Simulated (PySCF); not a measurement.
## Where the electron goes

Species: C6H10O.
Numbering: `[OH:1][C@@H:2]1[CH2:3][C:4]12[CH2:5][CH2:6][CH2:7]2` (hydrogens: H8 on O1; H9 on C2; H10, H11 on C3; H12, H13 on C5; H14, H15 on C6; H16, H17 on C7)

Geometry (GFN2-xTB, Å), atoms numbered from 1 in this order:
```xyz
17
C6H10O angstrom
O     -1.912    1.376    1.040
C     -1.614    0.293    0.221
C     -1.140   -1.017    0.791
C     -0.205   -0.153   -0.009
C      0.463   -0.498   -1.330
C      1.750    0.177   -0.820
C      1.051    0.532    0.506
H     -1.262    1.408    1.751
H     -2.312    0.274   -0.607
H     -0.980   -1.078    1.859
H     -1.503   -1.933    0.350
H      0.556   -1.566   -1.523
H      0.011   -0.020   -2.198
H      2.064    1.039   -1.403
H      2.593   -0.500   -0.707
H      1.495    0.075    1.391
H      0.937    1.603    0.679
```

Level of theory: TDDFT PBE0/def2-SVPD, vertical, gas phase, core orbitals frozen in the response in PySCF 2.14.0, density-fitted response routines.

Kohn–Sham orbitals with the atoms that hold most of them (Löwdin shares over 4%, at most four atoms; ? is withheld):

| orbital | ε (eV) | atoms |
| --- | --- | --- |
| HOMO-3 | -9.54 | O1 25%, C6 21%, C7 15%, H15 10% |
| HOMO-2 | -8.84 | C7 23%, C5 23%, C4 16%, C6 12% |
| HOMO-1 | -7.73 | ? |
| HOMO | ? | ? |
| LUMO | 0.64 | O1 19%, H8 15%, C7 12%, H17 8% |
| LUMO+1 | 0.99 | C6 19%, C5 12%, H15 12%, H14 9% |
| LUMO+2 | 1.31 | H11 14%, H9 12%, C3 10%, H12 9% |

(1) Which atoms hold the HOMO-1, and with what shares?

(2) Which atoms hold the HOMO, and with what shares?

(3) What is the HOMO energy, and the HOMO–LUMO gap?

Answers

(1) C3 (bonded to 2 C and 2 H) 26%; C4 (bonded to 4 C) 21%; C2 (bonded to 2 C, O and H) 8%; C5 (bonded to 2 C and 2 H) 7%.

(2) O1 (bonded to C and H) 33%; C2 (bonded to 2 C, O and H) 21%; C4 (bonded to 4 C) 14%; C3 (bonded to 2 C and 2 H) 13%. By element: carbon 47% or more, oxygen 33%.

(3) ε(HOMO) = -6.85 eV; the gap is 7.49 eV (0.2751 hartree).

Question: How does S1 compare with the orbital gap of 7.49 eV?

Answer: S1 is at 6.20 eV (f = 0.011), 1.29 eV below the gap, made of HOMO→LUMO (92%). 

Question: One configuration dominates each of S1, S2 and S5. Which, and how do the shares of the two leading atoms of either orbital change from the occupied to the empty one?

Answer: 
- S1 (6.20 eV, f 0.011), HOMO→LUMO (92%): O1 33% → 19%, C2 21% → at most 9%, H8 at most 13% → 15%
- S2 (6.83 eV, f 0.0079), HOMO→LUMO+1 (87%): O1 33% → at most 10%, C2 21% → at most 10%, C6 at most 13% → 19%, C5 at most 13% → 12%
- S5 (7.21 eV, f 0.0047), HOMO-1→LUMO (97%): C3 26% → at most 9%, C4 21% → at most 9%, O1 at most 8% → 19%, H8 at most 8% → 15%

One conformer stands for the species.

Without π bonds the low states may be Rydberg-like; a valence basis with one diffuse set may place them up to an eV too high.
